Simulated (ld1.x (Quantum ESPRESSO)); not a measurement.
**Ni (Z = 28), TM: configuration errors across variants**

| Item | Value |
| --- | --- |
| Element | Ni (Z = 28) |
| Generator | ld1.x (Quantum ESPRESSO) 7.5 |
| Type | norm-conserving Troullier–Martins (Kleinman–Bylander form) |
| Functional | PBE |
| Relativity | scalar-relativistic |
| Frozen core | [Ne] 3s2 |
| Valence charge | 16 |
| Reference configuration | 3p6 3d8 4s1.5 4p0 (charge +0.5) |
| Partial waves | 4s (bound): rc 1.75 bohr; 3p (bound): rc 1.15 bohr; 3d (bound): rc 1.00 bohr |
| Local potential | the d channel |
| Core correction | none |

All-electron excitation energies from the reference (eV): (1) 3p6 3d8 4s2 4p0 -3.717; (2) 3p6 3d8 4s1 4p0 5.605; (3) 3p6 3d8 4s0 4p0 22.956; (4) 3p6 3d6 4s0 4p0 117.979; (5) 3p6 3d9 4s1 4p0 -5.313; (6) 3p6 3d9 4s0 4p0 2.601; (7) 3p6 3d8 4s1 4p1 0.878.

3 further variants failed, have other tests or another functional or relativity, and are left out.

A true bound ghost makes a file unfit for plane-wave use even where its test errors are small: the radial tests pick states by their node count and pass the ghost by.

Errors AE − PS in meV (a dash: test not solved or not reliable):

| change | (1) | (2) | (3) | (4) | (5) | (6) | (7) | bound ghosts |
| --- | --- | --- | --- | --- | --- | --- | --- | --- |
| base | +0.1 | -1.3 | -17 | +126 | -25 | -84 | -13 | s |
| type TM semilocal; local potential the s channel | -0.2 | -1.6 | -17 | +137 | -28 | -83 | +20 | none |
| local potential the p channel | -0.2 | -1.6 | -17 | +182 | – | -76 | +20 | s |
| wave 3p (bound): rc 1.15 bohr becomes 3p (bound): rc 1.70 bohr | +0.1 | -1.4 | -18 | +60 | -29 | -91 | -82 | s |
| wave 4s (bound): rc 1.75 bohr becomes 4s (bound): rc 1.24 bohr | +0.9 | +0.2 | -2.6 | -139 | -3.7 | -21 | -12 | s |
| all radii scaled by about 1.04 (s 1.82, p 1.20, d 1.04 bohr) | +0.1 | -1.4 | -18 | +122 | -28 | -89 | -23 | s |
| local potential the s channel | -0.4 | – | -21 | -1305 | -184 | -292 | -632 | none |

Q: Give the same row for: wave 3d (bound): rc 1.00 bohr becomes 3d (bound): rc 1.38 bohr.

A: +0.2, -1.1, -12, +13, -45, -98, -131; bound ghosts: s.
